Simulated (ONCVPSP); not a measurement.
## rubidium: excitation energies, all-electron against ONCV

rubidium (Rb), optimised norm-conserving Vanderbilt (ONCV), made with ONCVPSP 4.0.1 (LDA (Perdew-Zunger), scalar-relativistic). Core [Ar] 3d10, reference 4s2 4p6 (charge +1). Waves: 4s: rc 2.15 bohr, ncon 3, nbas 6, qcut 4.6 1/bohr, 1 projector; 4p: rc 2.70 bohr, ncon 4, nbas 8, qcut 6.1 1/bohr, 2 projectors, debl 2.7 Ha; d scattering state at 0.08 Ha: rc 2.55 bohr, ncon 5, nbas 10, qcut 4 1/bohr, 2 projectors, debl 0.8 Ha; f scattering state at 0.07 Ha: rc 2.05 bohr, ncon 3, nbas 6, qcut 5.8 1/bohr, 1 projector. Local part: polynomial inside 1.30 bohr (lpopt 5, dvloc0 2 Ha). Core correction: Teter function fitted to the true core (icmod 2), fcfact 0.25.

In the d channel the program set the typed energies aside and used 0.050, 0.850 Ha.

Energies are relative to the spin-unpolarised reference configuration 4s2 4p6; without spin polarisation the order of configurations can differ from experiment.

(1) Give the all-electron excitation energy and the error of the potential for: 4s2 4p6 5s1; 4s2 4p6 5s0.5; 4s2 4p6 5p1; 4s2 4p6 4d0.5 5s0.5.

Answers

(1)

| valence configuration | charge | ΔE all-electron (eV) | error AE − PS (meV) |
| --- | --- | --- | --- |
| 4s2 4p6 5s1 | 0 | -4.277 | +251 |
| 4s2 4p6 5s0.5 | +0.5 | -2.618 | +175 |
| 4s2 4p6 5p1 | 0 | -2.657 | +0.8 |
| 4s2 4p6 4d0.5 5s0.5 | 0 | -3.120 | +143 |
